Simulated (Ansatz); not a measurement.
Reaction (atomization): `C=NB(C)F` → B• + 2 C• + F• + 5 H• + N•

Computed with Ansatz on PBE0-D4/def2-TZVP structures; ΔE is electronic, products minus reactants. CBS: MP2 limit from def2 TZ/QZ plus the TZ coupled-cluster correction, frozen cores. This one scheme is used for every species, atoms too. DFT in def2-TZVPP. B3LYP here is the variant with VWN-RPA as its local correlation; programs differ in this. HSE06 is defined as in plane-wave codes. No spin–orbit coupling; open shells (•) take unrestricted orbitals. Spin–orbit coupling would lower the free atoms: a little for B, C, F. One conformer a species, not always the lowest.

```
             level  ΔE (kJ/mol)  difference from CCSD(T)/CBS
       LDA (SPW92)       4801.3                        641.2
            PBE-D4       4302.5                        142.4
         revPBE-D4       4187.6                         27.5
           BLYP-D4       4213.3                         53.2
         r2SCAN-D4       4194.6                         34.5
            B97M-V       4195.4                         35.3
           PBE0-D4       4206.1                         46.0
          B3LYP-D4       4200.8                         40.7
        r2SCANh-D4       4163.8                          3.7
        r2SCAN0-D4       4119.6                        -40.5
          HSE06-D4       4209.9                         49.8
          BHLYP-D4       4061.1                        -99.0
      CAM-B3LYP-D4       4217.6                         57.5
           ωB97X-V       4181.2                         21.1
           ωB97M-V       4196.6                         36.5
            B2PLYP       4156.3                         -3.8
          PBE-QIDH       4156.5                         -3.6
               PBE       4287.5                        127.4
            revPBE       4136.1                        -24.0
              BLYP       4179.8                         19.7
              PBE0       4193.6                         33.5
             B3LYP       4176.9                         16.8
           r2SCANh       4159.8                         -0.3
           r2SCAN0       4115.2                        -44.9
             HSE06       4198.3                         38.2
         CAM-B3LYP       4205.1                         45.0
           LC-ωPBE       4184.7                         24.6
      MP2/def2-SVP       4064.2                        -95.9
     CCSD/def2-SVP       3947.1                       -213.0
  CCSD(T)/def2-SVP       3991.3                       -168.8
     HF/def2-TZVPP       3079.7                      -1080.4
    MP2/def2-TZVPP       4149.8                        -10.3
SCS-MP2/def2-TZVPP       4121.4                        -38.7
CCSD(T)/def2-TZVPP       4059.1                       -101.0
     HF/def2-QZVPP       3085.0                      -1075.1
    MP2/def2-QZVPP       4209.7                         49.6
SCS-MP2/def2-QZVPP       4189.1                         29.0
      HF/CBS(def2)       3085.8                      -1074.3
     MP2/CBS(def2)       4250.9                         90.8
    CCSD/CBS(def2)       4096.3                        -63.8
       CCSD(T)/CBS       4160.1                            0
```

What do rigid-rotor, harmonic-oscillator terms from PBE0-D4/def2-TZVP frequencies (298.15 K, 1 bar) make of the CCSD(T)/CBS value? (Estimate.)

Computed: ΔZPE = -195.3 kJ/mol, ΔH = +4007.7 kJ/mol, ΔS = 1029 J/(mol·K), ΔG = +3701.0 kJ/mol. Open shells count their whole term as degenerate.

Largest T1 diagnostic among the species: 0.014.

From BLYP to BHLYP (50 % exact exchange), in def2-TZVPP and without D4, ΔE moves by −135.2 kJ/mol: exact exchange takes away binding that semilocal exchange gives to molecules. In def2-TZVPP, CCSD(T) changes the Hartree–Fock value by +979.3 kJ/mol (the triples alone add +63.8 kJ/mol) and MP2 by +1070.1 kJ/mol; breaking electron pairs costs correlation energy, which Hartree–Fock lacks.

For atomizations the MP2-based limit and the directly extrapolated one differ by several kJ/mol either way, and by 10 to 25 for some Ge, Se and Sn compounds, so smaller differences from it don't rank the levels.
